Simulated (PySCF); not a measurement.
Vertical excitations of a molecule C3H6BrF from TDA-PBE0/def2-SVPD (PySCF), as energy in eV (oscillator strength): 6.07 (0.001), 6.29 (0.001), 7.61 (0.051), 7.80 (0.054), 8.23 (0.171), 8.27 (0.011), 8.37 (0.057), 8.49 (0.024), 8.51 (0.027), 8.59 (0.014). Lowest triplet (TDA): 5.37 eV. Geometry: B3LYP-D3(BJ)/def2-SVP. Other conformers were not sampled.

Identify the compound among the candidates.
A. C[C@H](F)CBr
B. CC(C)(F)Br
C. CC[C@H](F)Br

C, CC[C@H](F)Br
